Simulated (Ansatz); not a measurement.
Basis sets compared for the cluster SeS4⁺. The state is a doublet with charge 1. Geometry PBE-D4/def2-SVP. Ansatz on 4 threads of Arm Neoverse V1 on a shared host; times are rough, and most runs start from earlier orbitals.

```xyz
5

S     0.0540   -1.0325    1.3897
S     0.3326    0.2038   -1.7564
S    -1.3881    0.7487   -0.6755
S    -0.6190    0.9132    1.2886
Se    1.6205   -0.8332   -0.2463
```

The structure comes from a short search, and lower isomers may exist.

```csv
level,functions,energy (Eh),HOMO (eV),LUMO (eV),wall time
PBE-D4/def2-SVP,104,-3992.2381,-11.33,-10.77,1.5 s
PBE0-D4/def2-SVP,104,-3992.4073,-12.63,-10.27,2.6 s
```

Estimate the rows for PBE-D4/def2-TZVP (with forces), PBE0-D4/def2-TZVP.


```json
{"level": "PBE-D4/def2-TZVP (with forces)", "functions": "196", "energy (Eh)": "-3993.1121", "HOMO (eV)": "-11.14", "LUMO (eV)": "-10.56", "wall time": "4.2 s"}
{"level": "PBE0-D4/def2-TZVP", "functions": "196", "energy (Eh)": "-3993.2811", "HOMO (eV)": "-12.38", "LUMO (eV)": "-9.99", "wall time": "8 s"}
```
